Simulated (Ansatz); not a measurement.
Basis sets compared for (CuH)2 ring (Cu₂H₂). The state is a singlet with charge 0. Geometry r2SCAN-D4/def2-TZVP. Ansatz on 4 threads of Arm Neoverse V1 on a shared host; times are rough, and most runs start from earlier orbitals.

```xyz
4

Cu    0.614    0.274    0.839
H     0.549    1.030   -0.735
Cu   -0.614   -0.274   -0.839
H    -0.549   -1.030    0.735
```

The 6-31G sets use Cartesian d functions.

Binding counts from free atoms (Cu doublet, H doublet) in the same basis, without a counterpoise term.

| level | functions | energy (Eh) | HOMO (eV) | LUMO (eV) | binding per atom (eV) | wall time |
| --- | --- | --- | --- | --- | --- | --- |
| HF/6-31G | 62 | -3278.3502 | -7.74 | 0.78 | 1.50 | 0.3 s |
| HF/def2-TZVP | 102 | -3278.9803 | -8.20 | 0.73 | 0.91 | 0.8 s |
| PBE-D4/def2-SVP | 72 | -3281.2053 | -3.47 | -2.78 | 1.76 | 0.65 s |
| PBE-D4/def2-TZVP | 102 | -3281.7214 | -4.33 | -3.28 | 1.59 | 0.85 s |
| r2SCAN-D4/def2-TZVP (with forces) | 102 | -3282.1806 | -4.40 | -2.93 | 1.66 | 2.2 s |
| PBE0-D4/def2-SVP | 72 | -3281.2214 | -4.81 | -1.78 | 1.65 | 0.85 s |
| PBE0-D4/def2-TZVP | 102 | -3281.7162 | -5.48 | -2.19 | 1.54 | 2.2 s |

(1) Estimate the rows for PBE-D4/def2-TZVPD, r2SCAN-D4/def2-TZVPD, PBE0-D4/def2-TZVPD.

Results:

(1) 
```csv
level,functions,energy (Eh),HOMO (eV),LUMO (eV),binding per atom (eV),wall time
PBE-D4/def2-TZVPD,114,-3281.7246,-4.44,-3.35,1.61,1.1 s
r2SCAN-D4/def2-TZVPD,114,-3282.1831,-4.50,-2.98,1.68,2.4 s
PBE0-D4/def2-TZVPD,114,-3281.7188,-5.57,-2.25,1.55,1.8 s
```
